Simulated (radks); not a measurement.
Results of a calculation; reference values are marked as such.
Polarisability of the antimony ion Sb5+, [Kr] 4d10, at imaginary frequency. Code: a radial shooting solver on a logarithmic mesh with Libxc functionals. Model: scalar-relativistic Kohn-Sham, PBE, spin-unpolarised, spherical densities, finite nucleus; Fermi nuclear charge, rms radius 4.6802 fm. Response by self-consistent Sternheimer equations with the Hartree and adiabatic LDA kernel, the relativistic mass of each level held fixed and spin-orbit coupling left out.

w (hartree),alpha1(iw) (bohr^3),alpha2(iw) (bohr^5)
0.00266,1.766,3.052
0.0143,1.766,3.052
0.0360,1.766,3.051
0.0697,1.765,3.046
0.118,1.762,3.036
0.186,1.755,3.011
0.280,1.740,2.963
0.413,1.710,2.869
0.605,1.652,2.705
0.892,1.541,2.441
1.35,1.344,2.071
2.12,1.031,1.604
3.59,0.6265,1.052
6.94,0.2595,0.4841
17.5,0.06219,0.1077

Static values: alpha1 = 1.766 bohr^3 (0.2618 angstrom^3; uncoupled 2.615), alpha2 = 3.052 bohr^5, alpha3 = 7.826 bohr^7. C6 = 6.076, C8 = 49.67, triple-dipole C9 = 7.726 atomic units. One-pole (London) frequency 4 C6 / (3 alpha1^2) = 2.596 hartree, against 3.295 for minus the highest occupied eigenvalue.
